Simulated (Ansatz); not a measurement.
The cluster Li6H5. The state is a doublet with charge 0. Geometry r2SCAN-D4/def2-TZVP; atoms count from 1.

Cartesian coordinates in Å:
```
Li -0.053 -2.466 -2.540
Li -1.340 -0.536 -0.291
Li 1.771 -0.868 -1.223
Li 0.249 1.805 0.016
Li 0.580 0.050 1.730
Li -1.588 1.229 1.569
H 1.245 0.241 0.013
H 0.105 1.810 1.836
H -1.469 1.325 -0.248
H -1.120 -0.533 1.564
H 1.620 -2.057 -2.428
```

Another isomer (doublet) lies 0.63 eV lower at PBE0-D4/def2-TZVP; other spin states weren't run for this one.

Problem. Estimate the Mulliken populations from the PBE0/def2-TZVP orbitals of Ansatz.

Solution. 
```
atom  charge (e)  spin (α − β)
 Li1        0.18          0.54
 Li2        0.29          0.42
 Li3        0.64          0.02
 Li4        0.50         -0.01
 Li5        0.49         -0.01
 Li6        0.33          0.02
  H7       -0.68          0.00
  H8       -0.43          0.00
  H9       -0.41          0.00
 H10       -0.41          0.00
 H11       -0.51          0.02
```
Mulliken values depend strongly on the basis.

Problem. Where does the spin sit?

Solution. Summed by element: Li 0.97, H 0.03, of 1 unpaired in all. Largest on single atoms: Li1 0.54, Li2 0.42, H11 0.02.

Problem. And the Mayer bond orders between heavy atoms (over 0.3)?

Solution. Li1–Li2 0.45 (3.23 Å).
